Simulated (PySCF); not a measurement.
Mg(H)(iPr) (C3H8Mg), SMILES [MgH][CH](C)C. Geometry: ωB97X-D3(BJ)/def2-SVP.

The numbers are results of ωB97X-D3(BJ)/def2-SVP in PySCF, not measurements.

Harmonic wavenumbers (cm⁻¹): 125, 169, 244, 271, 329, 366, 396, 513, 902, 916, 951, 992, 1108, 1176, 1210, 1332, 1399, 1411, 1465, 1480, 1488, 1494, 1619, 3010, 3011, 3027, 3083, 3084, 3112, 3114. Rotational constants (GHz): 8.043, 3.861, 2.842; symmetry number 1.

Work out the zero-point energy and the ideal-gas rigid-rotor harmonic-oscillator thermochemistry at 298.15 K and 1 atm.

ZPE = ½ Σ hcν = ½ × 42798 cm⁻¹ = 255.99 kJ/mol. H − E(el) = 275.89 kJ/mol. Entropy in J/(mol K): translation 161.44, rotation 107.54, vibration 56.64, total 325.62. G − E(el) = 178.81 kJ/mol. Cp = 101.74 J/(mol K). Modes under 150 cm⁻¹ make the vibrational entropy uncertain.
